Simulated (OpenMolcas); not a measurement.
Fe5+.

```yaml
Program: OpenMolcas 26.06
Method: CASSCF
Basis: ANO-RCC-VTZP [6s5p3d2f1g]
Scalar_Hamiltonian: DKH2, point nucleus
Active_space: 3 electrons in 5 orbitals (3d)
State_averaging: 2S+1 = 4 even, 10 roots; 2S+1 = 2 even, 40 roots
Spin-orbit_coupling: state interaction with AMFI integrals over the reference wave functions, term energies averaged over their components
```

Levels without dynamic correlation, in cm⁻¹ above 3d³ ⁴F_3/2:

| Level | E |
| --- | --- |
| 3d³ ⁴P_1/2 | 23249 |
| 3d³ ²G_7/2 | 23904 |
| 3d³ ²P_1/2 | 31468 |
| 3d³ ²H_9/2 | 31579 |
| 3d³ ²F_7/2 | 53986 |

On this reference, MS-CASPT2, IPEA 0.25 Eh, imaginary shift 0.1 Eh (closed shells correlated: 3s 3p) puts 3d³ ⁴P_1/2 at 19600 cm⁻¹.

Question: Estimate the other levels at that method by one scale factor, and say how well it serves.

Answer: The factor is 19600 / 23249 = 0.843. Scaled values beside those that MS-CASPT2 gives and measured ones (Corliss and Sugar, J. Phys. Chem. Ref. Data 11, 135 (1982)):
```csv
Level,Scaled,MS-CASPT2,Miss (%),Measured
3d³ ²G_7/2,20151,21080,-4.4,20616
3d³ ²P_1/2,26528,27410,-3.2,26496
3d³ ²H_9/2,26621,29560,-9.9,28724
3d³ ²F_7/2,45510,47830,-4.9,46217
```
For these levels the scaled values miss MS-CASPT2 by up to 9.9 %, as correlation changes each term by its own factor, spin-orbit parts do not scale and CASPT2 has its own spread within terms. This holds within one configuration; levels of others move differently, and the target method has errors of its own against measurement.

Term energies are means over components that CASPT2 splits; among the terms shown or strongly mixed into the levels shown the widest spread is 1000 cm-1 (3d³ ⁴F, MS-CASPT2). Without dynamic correlation excited terms often stand tens of per cent too high (terms of higher spin than the ground term too low), and those without a measured partner can miss by more than the paired ones (holds for CASSCF). Measured partners are found by configuration, term and J. A level has none where our copy of the source lacks it or the pairing is in doubt (some pairs that miss far off the trend of their configuration count as doubtful), and it then counts in no deviation. Levels of configurations outside the active space are missing.
